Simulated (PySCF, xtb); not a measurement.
TiOBr, SMILES [O]=[Ti][Br] (connectivity only; charge and spin as stated), neutral, multiplicity 2.

Harmonic wavenumbers (cm⁻¹) from xtb with GFN2-xTB at its own minimum, in rising order: 151, 296, 909.

Q: What does PBE-D3(BJ)/def2-TZVP run with PySCF give at its own minimum? (Estimate from the structure and the level; the computed values follow.)

A: 130, 323, 1018. Paired by order, the mean absolute difference is 52 cm⁻¹ and the zero-point energies are 1.9 and 2.1 kcal/mol.
